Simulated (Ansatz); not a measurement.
Born–Oppenheimer molecular dynamics of C₂H₉BOSi (14 atoms, charge 0, multiplicity 1). It starts from a relaxed structure.

All numbers below come from RKS PBE0/STO-3G (Ansatz).

```yaml
ensemble: NVE (Milne-controlled integrator)
time_step: 0.5 fs
steps_asked: 107
starting_velocities_drawn_for: 300 K
seed: 111449
```

First frame:

```xyz
14
Properties=species:S:1:pos:R:3
C -1.774 -0.011 1.945
O -1.265 -0.327 0.616
B 0.073 -0.461 0.459
C 0.616 -0.764 -0.978
Si 1.368 0.770 -1.758
H -0.972 0.065 2.701
H -2.321 0.950 1.898
H -2.486 -0.801 2.249
H 0.801 -0.327 1.375
H 1.406 -1.523 -0.927
H -0.171 -1.144 -1.640
H 0.383 1.819 -1.868
H 2.467 1.258 -0.960
H 1.861 0.468 -3.081
```

Task: What does the run give?

Result: All steps were run.

- steps done: 107
- time covered: 53.5 fs
- mean temperature over the second half: 149 K
- spread of the potential energy over the second half: 3.1 meV per atom
- mean potential energy of the second half above the start: 16.7 meV per atom

The conserved energy stayed within 0.01 meV per atom of its start (net change 0.00043 meV per atom), so the integration is sound. The temperature averaged 0.50 of the 300 K drawn at the start: a run that starts near a minimum puts about half its kinetic energy into the potential. A run of 0.053 ps of so small a system gives no equilibrium averages. Limits of this set-up: minimal basis.

Task: What happens to the structure?

Result: The same pairs are bonded in the first frame and the last. Pairs count as bonded within 1.25 times the sum of covalent radii (0.12 Å more for H–H). Another seed would give other details.

Task: How do temperature and energy run in time?

Result: 
```
time (fs)  T (K)  potential energy less start (eV)  conserved less start (meV/atom)
      0.0    300                             0.000                             0.00
      2.5    206                             0.145                             0.00
      5.0    157                             0.221                             0.00
      7.5     97                             0.314                             0.00
     10.0    121                             0.278                             0.00
     12.5    142                             0.245                             0.00
     15.0    130                             0.263                             0.00
     17.5    146                             0.239                             0.00
     20.0    165                             0.209                             0.00
     22.5    162                             0.214                             0.00
     25.0    182                             0.183                             0.00
     27.5    165                             0.209                             0.00
     30.0    183                             0.181                             0.00
     32.5    146                             0.238                             0.00
     35.0    115                             0.286                             0.00
     37.5    113                             0.291                             0.00
     40.0    124                             0.273                             0.00
     42.5    151                             0.231                             0.00
     45.0    129                             0.265                             0.00
     47.5    136                             0.254                             0.00
     50.0    184                             0.180                             0.00
     52.5    192                             0.168                             0.00
```

The run took 11 min on 1 thread of Intel(R) Xeon(R) Processor @ 2.50GHz (Skylake/Cascade Lake), on a shared host, peak memory 0.1 GiB.
